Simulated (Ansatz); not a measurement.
Basis-set extrapolation for `FC1[C@@H](F)C[C@@H]1F` (PBE0-D4/def2-TZVP geometry, frozen core, Ansatz). Multiplicity 1, RHF reference.

```tsv
	def2-TZVPP	def2-QZVPP
HF	-452.844805	-452.864211
MP2 correlation	-1.397126	-1.512217
CCSD(T) correlation	-1.479376	not run
```

Energies in hartree. Use E(X) = E(∞) + A·exp(−7.88·√X) for Hartree–Fock and E(X) = E(∞) + B·X^(−2.97) for correlation, with X = 3 and 4, and add CCSD(T) minus MP2 of the smaller set to the MP2 limit.

**Question.** What is the CCSD(T) energy at the basis-set limit?

**Answer.** HF limit: -452.864211 + (-0.019406) × 0.13774 = -452.86688. MP2 limit: -1.512217 + (-0.115091) × 0.74074 = -1.59747. Higher-order term: -1.479376 − (-1.397126) = -0.08225. Total: -454.54660 hartree, 6.05 eV below CCSD(T)/def2-TZVPP.
